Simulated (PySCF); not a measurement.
Write Cartesian coordinates for `c1[nH+]c(C#N)c(C(F)F)[nH]1` as optimised with GFN2-xTB. (Charge +1.)

```xyz
14
C5H4F2N3 angstrom
N     -1.912    2.742   -0.553
C     -1.104    1.950   -0.399
C     -0.105    0.966   -0.209
N      1.241    1.225   -0.238
C      1.905    0.095   -0.025
N      1.027   -0.885    0.142
C     -0.239   -0.384    0.030
C     -1.453   -1.255    0.232
F     -1.722   -1.326    1.549
F     -1.148   -2.500   -0.181
H      1.650    2.141   -0.397
H      2.975   -0.008    0.007
H      1.234   -1.865    0.318
H     -2.349   -0.898   -0.298
```

Orientation and origin are arbitrary. Atoms count from 1 in this order. Of the pairs four or more bonds apart, F10···H13 is among the closest relative to their van der Waals radii: 2.52 Å, 94 % of the sum of Bondi's values. The 5 C–N bonds span 1.142 Å (N1≡C2, drawn triple) to 1.372 Å (C3–N4, aromatic), a spread of 0.230 Å. The 5-membered ring C3–N4–C5–N6–C7 has internal angles of 106.5° to 109.4° (sum 540°, against 540° for a flat polygon); it is planar, 0.00 Å rms from its mean plane, widest ring torsion 0°. N6 (ring nitrogen) is planar (angles 126.8°, 123.8° and 109.4°, sum 360.0°, 0.00 Å off the plane of its three neighbours).

Bonds between heavy atoms (Å): N1≡C2 1.142, C2–C3 1.415, C3–N4 1.372, N4–C5 1.327, C5–N6 1.327, N6–C7 1.366, C7–C8 1.508, C8–F9 1.346, C8–F10 1.346, C3–C7 1.377.

Structure optimised with GFN2-xTB, isolated species.

Point group: C1 (no symmetry element, even within 0.4 Å). Not checked by GFN2-xTB frequencies. Torsions: N6–C7–C8–F9 84°.

One conformer stands for the species.

The numbers are calculated, not measured.
